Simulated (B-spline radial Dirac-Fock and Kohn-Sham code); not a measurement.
# Photoionisation of phosphorus ions at Ag Lα (2984.4 eV)

Calculated with an atomic code on a B-spline grid, using a relativistic central-field model (Hartree-Slater potential of the initial state, Latter tail, multipole expansion of the photon field, Dirac-Fock thresholds). Cross sections in kb; a dash marks an empty subshell or a threshold above the photon energy.

| ion | configuration | total | 1s | 2p3/2 | 3s | 3p1/2 | 3p3/2 |
| --- | --- | --- | --- | --- | --- | --- | --- |
| P⁺ | [Ne] 3s2 3p2 | 59.77 | 54.6 | 1.07 | 0.313 | 0.0136 | 0.0265 |
| P³⁺ | [Ne] 3s2 | 59.96 | 54.7 | 1.08 | 0.393 | – | – |
| P⁶⁺ | [He] 2s2 2p5 | 59.97 | 55.0 | 1.00 | – | – | – |
| P¹³⁺ | 1s2 | 54.12 | 54.1 | – | – | – | – |
